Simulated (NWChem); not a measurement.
System: CH₂BFO₂; SMILES C(B(F)O)=O

```xyz
7

O     -0.6163    -1.9168     0.0941
C      0.1981    -1.0657     0.4126
B     -0.0368     0.5112     0.1644
O     -1.1718     0.9479    -0.4187
F      0.9231     1.3714     0.5522
H      1.1781    -1.3664     0.9096
H     -1.1942     1.9198    -0.5128
```
Atoms are numbered in this order, from 1.

Program: NWChem. Pople sets run with spherical d functions. All runs use the structure optimised with PBE-D3(BJ)/def2-SVP. Core excitations by TDA in a window of 1s orbitals, non-relativistic and unshifted: absolute energies depend strongly on the exact-exchange share.

```
level                         first 1s excitation (eV)  dipole oscillator strength of the first  first state with f > 0.002 (eV)  dipole oscillator strength of that state
----------------------------  ------------------------  ---------------------------------------  -------------------------------  ----------------------------------------
F K edge, PBE0/6-311G**                          670.5                                   0.0069                            670.5                                    0.0069
F K edge, PBE/6-311G**                           657.1                                   0.0036                            657.1                                    0.0036
B K edge, BHandHLYP/6-311G**                     188.6                                   0.0717                            188.6                                    0.0717
```
